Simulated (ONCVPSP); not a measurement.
# Before and after: ONCV potential for germanium (Ge)

- Element: Ge
- Generator: ONCVPSP 4.0.1
- Type: optimised norm-conserving Vanderbilt (ONCV)
- Functional: PBEsol
- Relativity: fully relativistic
- Frozen core: [Ar] 3d10
- Valence charge: 4
- Reference configuration: 4s2 4p2
- Partial waves: 4s: rc 1.70 bohr, ncon 4, nbas 8, qcut 4.5 1/bohr, 2 projectors, debl 1.9 Ha; 4p: rc 1.90 bohr, ncon 3, nbas 6, qcut 3.4 1/bohr, 2 projectors, debl 2.6 Ha
- Local potential: polynomial inside 1.15 bohr (lpopt 5, dvloc0 0 Ha)
- Core correction: Teter function fitted to the true core (icmod 2), fcfact 0.65

Open shells are filled in proportion to 2j + 1.

All-electron outer shells of the reference configuration (PBEsol, scalar-relativistic, ld1.x):

```csv
shell,level (eV),outermost node (bohr),outermost maximum (bohr)
3p,-115.43,0.23,0.54
3d,-29.31,–,0.50
4s,-11.74,0.77,1.75
4p,-3.90,0.82,2.22
```

Change: p: rc 2.08.

Cutoffs: the cutoffs (Ha) at which the residual kinetic energy of the hardest occupied pseudo-wave falls to 1 and 0.1 mHa per electron; they do not see the model core or the augmentation charge, which bear on the density cutoff. Errors are all-electron minus pseudo energies relative to the spin-unpolarised reference configuration.

**Question.** Predict the effect on cutoff, ghosts and configuration errors.

**Answer.** The potential gets softer (8.7 Ha and 25 Ha → 8.7 Ha and 18 Ha); of the 4 tests that both files solve, the error grows in 1 and shrinks in 2 by more than 15 % and 0.3 meV (median size 19.9 → 17.4 meV); neither file shows a bound ghost. A larger radius leaves more room for a smooth pseudo-wave, so fewer plane waves are needed.

```csv
quantity,base,changed
"cutoff, loose",8.7 Ha,8.7 Ha
"cutoff, tight",25 Ha,18 Ha
loose cutoff by channel,"s 8.7 Ha, p 5.0 Ha","s 8.7 Ha, p 3.0 Ha"
bound ghosts,none,none
GHOST(+) flags under 300 eV,"s at 44.1 eV, p3/2 at 152.9 eV, p1/2 at 155.1 eV",s at 44.1 eV
"error for 4s2 4p1, meV [ΔE 7.46 eV]",+0.4,-0.1
"error for 4s2 4p0, meV [ΔE 22.91 eV]",-6.8,-12
"error for 4s1 4p0, meV [ΔE 57.70 eV]",-171,-186
"error for 4s0 4p4, meV [ΔE 16.21 eV]",-33,-23
s: phases at 1.72 bohr within 0.05 rad from the reference energy up to (Ha; the scan ends near 5),to the end of the scan,to the end of the scan
"rms error of d²Exc/dni dnj with the model core, mHa",4.93,4.90
```
